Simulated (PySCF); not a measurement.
**Assignment exercise: C$_{5}$H$_{10}$OSi**

Bonds (- single, = double, # triple, : aromatic): Si1-O2, O2-C3, C3=C4, C4-C5, C5-C6, C6-C7, C7-C5. Si1 carries H8, H9, H10; C3 carries H11; C4 carries H12; C5 carries H13; C6 carries H14, H15; C7 carries H16, H17. Stereochemistry as in [SiH3]O/C=C\C1CC1. H14, H17 are cis to C4 on the ring; H15, H16 are trans to C4 on the ring.

PySCF 2.14 calculation with shieldings: GIAO PBE0/pcSseg-1 and geometry: GFN2-xTB; no solvent, one averaged value for each set of equivalent atoms, no relativistic terms, one conformer.

Chemical shifts δ = σref − σ; $^{13}$C and $^{1}$H against TMS, all at this level.

(1) Assign these signals to the numbered atoms. $^{13}$C{$^{1}$H} NMR (computed): δ 144.1, 124.8, 10.6, 8.9.

(2) Assign these signals to the numbered atoms. $^{1}$H NMR (400 MHz, computed): δ 6.39 (d, 1H), 5.05 (s, 3H), 4.14 (m, 1H), 2.09 (m, 1H), 0.75 (m, 2H), 0.18 (m, 2H).

## Answers

(1) 
```tsv
δ (ppm)	atoms	environment	reason
144.1	C3	alkene carbon bearing oxygen	an sp2 carbon further deshielded by the attached heteroatom
124.8	C4	β carbon of an enol-ether or enamine type C=C	–
10.6	C5	three-membered-ring carbon	carbons of three-membered rings are unusually shielded
8.9	C6/C7	three-membered-ring carbon	–
```

C5 and C6/C7 lie closer than the usual error of such a calculation, so a measured spectrum could show them in the other order.

(2) 
| δ (ppm) | atoms | environment | reason |
| --- | --- | --- | --- |
| 6.39 | H11 | hydrogen on an alkene carbon bearing oxygen | a vinylic proton, deshielded by the sp2 carbon and the C=C anisotropy |
| 5.05 | H8/H9/H10 | hydrogen on a silicon bonded to O | – |
| 4.14 | H12 | hydrogen on a β carbon of an enol-ether or enamine type C=C | lone-pair donation from O or N shields it, upfield of ordinary alkene protons |
| 2.09 | H13 | hydrogen on a three-membered-ring carbon | – |
| 0.75 | H15/H16 | hydrogen on a three-membered-ring carbon | cyclopropane-type protons are shielded by the ring |
| 0.18 | H14/H17 | hydrogen on a three-membered-ring carbon | – |

Shifts are as computed. Against solution values, carbons near 30 ppm lie about +3 ppm off and those near 130 ppm about +5 ppm. Of 1309 compounds with measured shifts, 239 miss one by over three times the rms of a fit or turn the order of signals round; such compounds aren't used in these exercises. No couplings were computed; multiplicities are counted from neighbouring protons, with m where these are inequivalent, close in shift, in a saturated or five-membered ring or joined by F or P, and br s for small geminal =CH2 splittings.
